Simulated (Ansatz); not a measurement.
`O[SiH2][SiH2]S`, relaxed with RKS PBE0-D4/def2-TZVP in Ansatz from a PBE-D4/def2-SVP geometry. The force threshold is 0.005 eV/Å; the program also tests the step.

Charge 0, multiplicity 1.

Start:

```xyz
10

O    -0.942   -1.410    1.094
Si   -0.955   -0.814   -0.482
Si    0.224    1.218   -0.272
S     1.777    0.643    1.171
H    -0.146   -1.089    1.574
H    -2.383   -0.698   -0.928
H    -0.213   -1.693   -1.464
H    -0.551    2.265    0.479
H     0.824    1.836   -1.507
H     2.367   -0.259    0.335
```

Question: How much energy does the relaxation release, and in how many steps? (Estimate.)

Answer: Ansatz gave: 6.29 kJ/mol, in 7 steps.

Question: Which bonds change most? (An estimate is asked.)

Answer: Ansatz gave: Si3–S4 from 2.196 to 2.160 Å; O1–Si2 from 1.685 to 1.650 Å; O1–H5 from 0.983 to 0.962 Å; Si2–H7 from 1.513 to 1.492 Å.

Question: Give the relaxed structure. (An estimate is asked.)

Answer: Ansatz gave: 
```xyz
10

O    -1.009   -1.460    1.053
Si   -0.945   -0.797   -0.456
Si    0.246    1.213   -0.251
S     1.846    0.747    1.124
H    -0.255   -1.260    1.615
H    -2.341   -0.634   -0.933
H    -0.218   -1.677   -1.418
H    -0.520    2.267    0.462
H     0.776    1.771   -1.524
H     2.419   -0.172    0.327
```
